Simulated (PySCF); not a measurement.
Cl3OSi, SMILES Cl[Si]([O])(Cl)Cl, multiplicity 2. Atoms are numbered in the order given.

```xyz
5

O     -0.2705    -1.9155     0.0000
Si    -0.0092    -0.2634     0.0000
Cl     1.0159     0.3220     1.6477
Cl    -1.8970     0.4744     0.0000
Cl     1.0159     0.3220    -1.6477
```
Charge 0, spin multiplicity 2.

Geometry: ωB97X-D3(BJ)/def2-SVP. The isomer is the one that the SMILES or the coordinates give; other isomers of the formula were not compared.

Computed with B3LYP/pcH-1 (PySCF).

Unrestricted Kohn–Sham, ⟨S²⟩ = 0.753. Hyperfine tensors hold the contact and dipolar terms, without spin-orbit corrections.

Computed hyperfine couplings:
```csv
nucleus,A(iso) (MHz),A(iso) (G),dipolar principal values (MHz)
17O no. 1,-38.1,-13.6,"-264.5, 131.5, 132.9"
29Si no. 2,47.5,16.9,"-2.2, 0.4, 1.8"
35Cl no. 3,-1.2,-0.4,"-3.5, -3.0, 6.5"
35Cl no. 4,2.9,1.0,"-17.4, -16.5, 34.0"
35Cl no. 5,-1.2,-0.4,"-3.5, -3.0, 6.5"
```

Problem. And the g tensor (effective nuclear charges for spin-orbit coupling, GIAO)? (Estimate from the structure and the level; the computed values follow.)

Solution. principal values 2.0068, 2.0094, 2.0503; isotropic 2.0221.
